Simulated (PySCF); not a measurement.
FH₅O₂Si₂.

```xyz
10

O     -1.0832    -0.9298    -1.1525
Si    -0.3939     0.1263    -0.0939
O     -0.4978     1.6456    -0.7507
F     -1.2251     0.1674     1.3110
Si     1.7713    -0.6065     0.3640
H     -1.8874    -0.6451    -1.6060
H     -0.4591     2.3995    -0.1502
H      2.4111     0.3322     1.3331
H      1.7486    -1.9730     0.9593
H      2.5768    -0.6229    -0.8906
```

Geometry: B3LYP-D3(BJ)/def2-SVP. This is a generated structure with no PubChem entry under its InChIKey; it may be hypothetical. The values are those of a single conformer.

All values below come from PBE/pcSseg-1 (PySCF). Non-relativistic, no solvent.

Computed absolute GIAO shielding of each atom: isotropic value and principal components (ppm):
```csv
atom,σ(iso),σ11,σ22,σ33,span
O1,254.2,209.9,241.1,311.4,101.5
Si2,361.5,340.4,361.4,382.6,42.3
O3,246.2,204.9,235.1,298.6,93.7
F4,260.5,200.0,227.2,354.2,154.2
Si5,459.3,455.6,458.5,464.0,8.4
H6,28.7,21.5,22.7,41.7,20.2
H7,29.1,22.4,23.8,41.2,18.8
H8,28.0,25.0,26.1,33.0,8.0
H9,27.8,24.6,25.7,33.1,8.4
H10,27.9,24.8,25.9,33.0,8.3
```
